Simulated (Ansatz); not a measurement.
`C[O][In]([CH3])[SH]`. Charge 0, multiplicity 1. In takes the def2 core potential.

Z-matrix (Å, degrees):
```
C
O 1 1.399
H 1 1.098 2 110.5
H 1 1.101 2 114.0 3 -120.7
H 1 1.098 2 110.3 3 118.8
In 2 1.990 1 123.4 3 118.1
S 6 2.373 2 107.3 1 -179.3
C 6 2.135 2 120.8 1 0.7
H 7 1.345 6 91.2 2 0.1
H 8 1.090 6 109.4 2 46.7
H 8 1.089 6 110.2 2 167.4
H 8 1.091 6 109.3 2 -72.5
```

Question: List the harmonic frequencies (cm⁻¹, unscaled) at PBE0-D4/def2-TZVP in Ansatz. (Estimate.)

Answer: Computed: 28, 43, 75, 79, 92, 122, 222, 266, 352, 512, 533, 656, 713, 739, 1123, 1172, 1195, 1198, 1448, 1450, 1477, 1485, 1499, 2705, 2964, 3023, 3043, 3071, 3164, 3177.

Question: Is this a minimum?

Answer: Yes, all 30 modes are real.

Question: Give the ideal-gas thermochemistry at 298.15 K and 1 bar (rigid rotor, harmonic oscillator; point group C1, symmetry number 1).

Answer: Zero-point energy 225.1 kJ/mol; H(298) − E = 253.2 kJ/mol; entropy 430.9 J/(mol·K), of which translation 174.6, rotation 118.9, vibration 137.4; G(298) − E = 124.7 kJ/mol. Modes under 100 cm⁻¹ are hindered rotations or soft bends, so the harmonic entropy is rough.

Question: And at 400, 500, 600, 800 and 1000 K?

Answer: 
| T (K) | H − E (kJ/mol) | S (J/mol/K) | G − E (kJ/mol) |
| --- | --- | --- | --- |
| 400 | 267.4 | 471.6 | 78.7 |
| 500 | 283.0 | 506.5 | 29.8 |
| 600 | 300.1 | 537.6 | -22.4 |
| 800 | 338.0 | 591.9 | -135.5 |
| 1000 | 379.6 | 638.3 | -258.7 |
